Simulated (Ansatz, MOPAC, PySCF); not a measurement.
Two conformers of CH4GeO2 (SMILES C[O][Ge][OH]), B3LYP-D3(BJ)/def2-TZVP minima.
Conformer 1 (charge 0, multiplicity 1):
```xyz
8

C     -1.245     0.463    -0.113
O      0.143     0.197    -0.017
Ge     0.813    -1.397     0.511
O      2.528    -0.907     0.361
H     -1.505     1.296     0.545
H     -1.495     0.742    -1.140
H     -1.860    -0.400     0.168
H      2.621     0.007     0.061
```
Conformer 2 (charge 0, multiplicity 1):
```xyz
8

C     -1.1737    -0.1617     0.2344
O     -0.4354     1.0303     0.4767
Ge     1.3093     1.3126     0.2577
O      1.7530    -0.3443    -0.3367
H     -0.5414    -0.9650    -0.1451
H     -1.6427    -0.4834     1.1673
H     -1.9603     0.0521    -0.4930
H      2.6912    -0.4405    -0.5328
```

No zero-point or thermal terms.

Rows in 6-31G* carry no dispersion term and start afresh at each structure (6-31G* with six Cartesian d functions); the Pople sets are all-electron and without relativity. The state that AM1, PM3 reach isn't checked.

The values were computed with Ansatz (an electronic-structure program); MOPAC for AM1, PM3 (differences of heats of formation); PySCF for 6-31G* rows. Each number belongs to the level named beside it.

Question: One of these levels gives 94.3 meV for the electronic energy of conformer 2 less that of conformer 1. Name it.
A) PM3
B) HF/6-31G*
C) AM1
D) HF/cc-pVTZ

Answer: A, PM3. The others give 153.5 (AM1), 57.3 (HF/6-31G*), 30.3 (HF/cc-pVTZ)
